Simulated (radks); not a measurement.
Species: the calcium ion Ca3+. Configuration: [Ne] 3s2 3p5. All-electron calculation, Dirac Kohn-Sham, PBE, spin-unpolarised, spherical densities, point nucleus; open shells are shared between the two j in proportion to 2j + 1. Program: a radial shooting solver on a logarithmic mesh with Libxc functionals. Some entries of the table are withheld. Estimate them.

orbital     occ.  eigenvalue (eV)  <r^2> (bohr^2)  <r> (bohr)
1s1/2          2        -3985.531        0.007942     0.07684
2s1/2          2        -449.9622          0.1568      0.3639
2p1/2          2              (1)          0.1313         (2)
2p3/2          4              (3)          0.1332         (4)
3s1/2          2         -79.3366           1.449       1.123
3p1/2    1.66667              (5)             (6)         (7)
3p3/2    3.33333              (8)             (9)        (10)

Answer. 
(1) 2p1/2 eigenvalue (eV): -372.9171
(2) 2p1/2 <r> (bohr): 0.3257
(3) 2p3/2 eigenvalue (eV): -369.2218
(4) 2p3/2 <r> (bohr): 0.3282
(5) 3p1/2 eigenvalue (eV): -59.9460
(6) 3p1/2 <r^2> (bohr^2): 1.684
(7) 3p1/2 <r> (bohr): 1.201
(8) 3p3/2 eigenvalue (eV): -59.5203
(9) 3p3/2 <r^2> (bohr^2): 1.702
(10) 3p3/2 <r> (bohr): 1.208
